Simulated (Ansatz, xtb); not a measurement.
# Two isomers of C4H5FN2Si

We compare I, `Fc1ncc([SiH3])cn1`, a singlet, with II, `Fc1nccc([SiH3])n1`, a singlet. Both are isolated molecules in the gas phase, relaxed with PBE0-D3(BJ)/def2-SVP.

Quicker runs give these differences E(II) − E(I): GFN2-xTB +0.034 eV; HF/STO-3G +0.030 eV (at GFN2-xTB geometries); r2SCAN-D4/def2-SVP +0.089 eV (at GFN2-xTB geometries).

Question: Estimate E(II) − E(I) at the level CCSD(T)/def2-SVP + ΔMP2/def2-TZVPP.

Answer: Calculated at CCSD(T)/def2-SVP + ΔMP2/def2-TZVPP: E(II) − E(I) = +0.096 eV, so structure I lies lower.

Level by level:

| level | geometry | E(II) − E(I) (eV) | departure from the last row (eV) | job, with rough time for the two |
| --- | --- | --- | --- | --- |
| GFN2-xTB | GFN2-xTB | +0.034 | −0.062 | optimisation, 0.16 s |
| HF/STO-3G | GFN2-xTB | +0.030 | −0.065 | single point, 0.7 s |
| r2SCAN-D4/def2-SVP | GFN2-xTB | +0.089 | −0.007 | single point, 4.2 s |
| PBE0-D3(BJ)/def2-SVP | PBE0-D3(BJ)/def2-SVP | +0.092 | −0.003 | optimisation, 40 s |
| HF/def2-SVP | PBE0-D3(BJ)/def2-SVP | +0.116 | +0.020 | part of the CCSD(T) run |
| MP2/def2-SVP | PBE0-D3(BJ)/def2-SVP | +0.080 | −0.016 | part of the CCSD(T) run |
| CCSD(T)/def2-SVP | PBE0-D3(BJ)/def2-SVP | +0.086 | −0.009 | single point |
| CCSD(T)/def2-SVP + ΔMP2/def2-TZVPP | PBE0-D3(BJ)/def2-SVP | +0.096 |  | single point, 93 s |

As drawn, both hold the same kinds of bond in the same numbers.

The levels shown agree on the order. The largest departure from CCSD(T)/def2-SVP + ΔMP2/def2-TZVPP is that of HF/STO-3G, 0.065 eV. A small imaginary or near-zero mode remains, so no thermal terms are given. The last row adds to CCSD(T) the change of the MP2 difference between the two basis sets, here +0.009 eV.

The correlated steps freeze 12 core orbitals. Programs: Ansatz 0.2.0, xtb 6.7.1; the last row on 2 threads of Intel(R) Xeon(R) Platinum 8488C (Sapphire Rapids) on a shared host.
